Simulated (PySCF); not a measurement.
Molecule: `CC(C)BP`, C3H10BP.

Geometry (Å), atoms numbered from 1 in this order:
```xyz
15

C    -1.637   -0.309   -0.759
C    -0.352   -0.293    0.076
C    -0.514    0.703    1.238
B     0.929    0.125   -0.763
P     2.507   -0.853   -0.622
H    -2.492   -0.577   -0.141
H    -1.822    0.671   -1.193
H    -1.559   -1.032   -1.568
H    -0.235   -1.289    0.522
H    -1.378    0.438    1.844
H     0.368    0.703    1.876
H    -0.658    1.711    0.854
H     0.864    0.998   -1.542
H     3.451    0.152   -0.571
H     2.522   -1.140    0.728
```

Frames of a GFN2-xTB Langevin trajectory at 300 K; GIAO PBE0/pcSseg-1 shieldings in PySCF 2.14, gas phase, non-relativistic; equivalent atoms averaged within each frame.

δ = σ(ref) − σ, references computed at the same level: ¹³C (186.93 ppm) and ¹H (31.72 ppm) vs TMS; BF3·OEt2 for ¹¹B (100.07 ppm); ³¹P (318.38 ppm) vs H3PO4. The references are static minima.

Task: How do the shifts (ppm) fluctuate along the trajectory?

Result: 
```
         time (fs)    C2  C1/C3    B4      P5   H13  H14/H15    H9  H6/H7/H8/H10/H11/H12
               250  29.5   18.4  97.7  -184.6  8.51     3.66  1.98                  0.81
               425  36.6   23.0  93.9  -195.1  8.15     2.82  1.54                  1.30
               625  33.0   20.8  89.9  -162.7  8.26     4.00  1.34                  1.48
               800  38.0   23.9  99.3  -158.3  9.05     3.46  3.43                  1.73
              1000  40.6   25.5  88.5  -180.4  7.88     2.56  2.00                  2.02
    mean of frames  35.5   22.3  93.9  -176.2  8.37     3.30  2.06                  1.47
standard deviation   4.4    2.8   4.7    15.4  0.44     0.60  0.82                  0.46
```

5 frames give an uncertainty of the mean of about the standard deviation over 2.2 at best, since frames this close in time may not be independent; classical motion lacks zero-point vibration, and the reference would need the same averaging.
